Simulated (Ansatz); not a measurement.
`[NH2][Mo](=[O])(=[O])[Cl]`, charge 0, multiplicity 1.

**Question.** Give a relaxed structure at PBE0-D4/def2-TZVP (the Gaussian-basis code of Ansatz). (Best estimate.)

**Answer.** The calculation gave: 
```xyz
7

N     1.1388    0.3643    0.0617
Mo   -0.6607   -0.2653   -0.0951
O    -1.2093    0.0792   -1.6384
O    -0.6693   -1.9165    0.1789
Cl   -1.9804    0.7668    1.4305
H     1.5263    1.0923   -0.5213
H     1.8545   -0.1208    0.5837
```
Point group Cs.
